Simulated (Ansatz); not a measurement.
Cartesian coordinates in Å:
```
C 0.029 1.272 0.038
Al -0.801 -0.499 0.238
Se 0.603 -2.310 -0.253
H 0.203 1.472 -1.025
H 1.000 1.286 0.544
H -0.586 2.078 0.440
H -0.447 -3.299 0.018
```

Charge 0, multiplicity 2.

Question: List the PBE0/def2-TZVPP orbital energies in eV (the Gaussian-basis code of Ansatz). (Estimate.)

Answer: The calculation gave: α occupied: -12361.25, -1584.06, -1528.31, -1421.09, -1421.06, -1421.03, -277.74, -214.48, -158.05, -157.94, -157.85, -114.12, -74.17, -74.12, -74.00, -58.05, -58.01, -57.93, -57.84, -57.84, -19.41, -19.12, -11.48, -11.33, -11.07, -10.17, -8.29, -7.18, -5.55. α empty: -1.44, 0.25, 0.64, 0.93, 2.69, 2.90, 3.05, 3.85. β occupied: -12361.24, -1584.06, -1528.24, -1421.08, -1421.04, -1421.03, -277.68, -214.47, -158.04, -157.91, -157.85, -114.01, -74.10, -73.97, -73.88, -58.04, -57.99, -57.93, -57.83, -57.83, -19.28, -19.01, -11.40, -11.28, -10.88, -9.76, -7.97, -7.16. β empty: -2.38, -0.78, 0.30, 1.06, 1.36, 2.82, 3.09, 3.26. ⟨S²⟩ = 0.753.
